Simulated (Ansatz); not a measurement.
Computed with Ansatz on PBE0-D4/def2-TZVP structures; ΔE is electronic, products minus reactants. CCSD(T)/CBS is the MP2 limit (def2-TZVPP, def2-QZVPP) plus CCSD(T) − MP2 in def2-TZVPP, frozen cores. This one scheme is used for every species. Functionals use def2-TZVPP. For Se outer-core shells are correlated without core-valence functions, which leaves a few kJ/mol of doubt a bond. Scalar relativity is left out up to krypton. One conformer a species, not always the lowest.

Reaction (formal exchange of groups at the Se–Al bond): `[F][AlH][SeH]` + `[AlH3]` → `[AlH2][SeH]` + `[F][AlH2]`

(1) Is it downhill or uphill in electronic energy at CCSD(T)/CBS, and by how much? (Best estimate.)

(2) What do these levels give: PBE0-D4, r2SCAN0-D4, ωB97M-V, BLYP, RPA@PBE/def2-TZVPP, MP2/def2-SVP? (Best estimate.)

Largest T1 diagnostic among the species: 0.012.

## Answers

(1) The calculation gave: Downhill: ΔE = -7.6 kJ/mol.

(2) Ansatz gave: PBE0-D4 -7.5, r2SCAN0-D4 -7.2, ωB97M-V -7.6, BLYP -8.9, RPA@PBE/def2-TZVPP -7.4, MP2/def2-SVP -8.1 kJ/mol.

Leaving LDA and LC-ωPBE aside and taking each functional with its dispersion term where it has one, the values, not all of them listed here, spread over 1.7 kJ/mol, from PBE-D4 to B97M-V.
